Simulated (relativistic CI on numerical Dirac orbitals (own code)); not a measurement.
## Slater and spin-orbit integrals, Cd¹⁶⁺

Calculated at this level of theory: Dirac-Coulomb-Breit CI, separate exchange-only KLI orbitals for each configuration, a model potential for QED, unscaled Slater integrals (own radial code, finite nucleus).

Slater integrals F^k, G^k are unscaled and averaged over j, outside the closed core [Ar] 3d10; ζ comes from projecting the Hamiltonian with its Breit term on Σ l·s of the shell.

- 4s2 4p2: F^2(4p,4p) = 127710, ζ(4p) = 44611 cm⁻¹; <r>(4p) = 0.8145, <r^2>(4p) = 0.7479 (bohr units).
- 4s 4p3: F^2(4p,4p) = 127710, G^1(4s,4p) = 168100, ζ(4p) = 44523 cm⁻¹; <r>(4s) = 0.7834, <r^2>(4s) = 0.6883, <r>(4p) = 0.8145, <r^2>(4p) = 0.7479 (bohr units).
- 4p4: F^2(4p,4p) = 127570, ζ(4p) = 44444 cm⁻¹; <r>(4p) = 0.8153, <r^2>(4p) = 0.7494 (bohr units).

Averages of the first 10 configurations, taken without configuration mixing, which lowers the lowest level and can move excited configurations by several eV; other configurations of the list can lie among them:

| Configuration | Parity | States | Average energy above the lowest level (eV) |
| --- | --- | --- | --- |
| 4s2 4p2 | even | 15 | 13.4 |
| 4s 4p3 | odd | 40 | 59.7 |
| 4p4 | even | 15 | 111.8 |
| 4s2 4p 4d | odd | 60 | 85.4 |
| 4s 4p2 4d | even | 300 | 129.3 |
| 4s2 4p 4f | even | 84 | 157.5 |
| 4s 4p2 4f | odd | 420 | 201.6 |
| 4p3 4d | odd | 200 | 178.9 |
| 4s 4p 4d2 | odd | 540 | 200.5 |
| 4s2 4d 4f | odd | 140 | 229.9 |
